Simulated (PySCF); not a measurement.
## Nuclear quadrupole coupling in `O=Cc1nn([SiH3])nc1C=O`

C₄H₅N₃O₂Si.
Z-matrix (Å and degrees, GFN2-xTB geometry), rows numbered from 1:
```
O 
C   1  1.2034
C   2  1.4569  1  125.05
N   3  1.3291  2  122.21  1   179.93
N   4  1.3129  3  105.79  2   180.00
Si  5  1.7810  4  124.52  3   179.82
N   5  1.3125  4  114.14  3     0.00
C   7  1.3264  5  106.12  4    -0.00
C   8  1.4664  3  128.45  2    -0.00
O   9  1.2005  8  125.03  3   179.83
H   2  1.1046  1  122.27  3   179.94
H   6  1.4569  5  102.44  4     1.45
H   6  1.4585  5  104.97  4  -118.73
H   6  1.4581  5  104.78  4   121.78
H   9  1.1045  8  112.43  3    -0.13
```

Field gradients from the PBE0/pcSseg-1 density (PySCF, non-relativistic), principal values in atomic units, ordered |Vxx| ≤ |Vyy| ≤ |Vzz|:

```tsv
atom	Vxx	Vyy	Vzz
O1	0.4976	1.5573	-2.0549
N4	0.4672	0.6620	-1.1292
N5	-0.1874	-0.4265	0.6140
N7	0.4727	0.6710	-1.1436
O10	0.4522	1.6969	-2.1491
```

Problem. Find the asymmetry η = (Vxx − Vyy)/Vzz and the couplings χ = eQV/h (234.96 MHz × Q in barn × V in au), with Q(17O) = −0.0256 b, Q(14N) = 0.02044 b.

Solution. 
```
atom             environment  nucleus     η  χzz (MHz)  χxx (MHz)  χyy (MHz)
  O1         aldehyde oxygen      17O  0.52      12.36      -2.99      -9.37
  N4  pyridine-type nitrogen      14N  0.17      -5.42       2.24       3.18
  N5   pyrrole-type nitrogen      14N  0.39      2.949     -0.900     -2.049
  N7  pyridine-type nitrogen      14N  0.17      -5.49       2.27       3.22
 O10         aldehyde oxygen      17O  0.58      12.93      -2.72     -10.21
```

Problem. What is Vzz at O1 in SI units (1 au = 9.71736 × 10²¹ V/m²)?

Solution. -2.0549 au = -19.968 × 10²¹ V/m².

Problem. And the gradient at the other heavy atoms, for which no coupling is worked out here?

Solution. 
| atom | environment | Vzz (au) | η |
| --- | --- | --- | --- |
| C2 | aldehyde carbon | 0.526 | 0.19 |
| C3 | substituted aromatic carbon | 0.188 | 0.91 |
| Si6 | SiH3 silicon | 0.843 | 0.04 |
| C8 | substituted aromatic carbon | 0.203 | 0.98 |
| C9 | aldehyde carbon | 0.515 | 0.30 |

Problem. What couplings would deuterons (Q(2H) = 0.00286 b) have in place of the hydrogens, at this geometry?

Solution. 
```
atom  bonded to  bond length (Å)  Vzz (au)     η  χzz (kHz)
 H11         C2            1.105    0.2712  0.02        182
 H12        Si6            1.457    0.1614  0.02        108
 H13        Si6            1.459    0.1606  0.04        108
 H14        Si6            1.458    0.1609  0.04        108
 H15         C9            1.104    0.2620  0.03        176
```

The structure is a single GFN2-xTB conformer in the gas phase; no vibrational or solvent corrections. GFN2-xTB bond lengths can be off by several hundredths of an ångström, more for odd bonds, and the gradients follow them. A larger basis could move these couplings by a tenth or more.
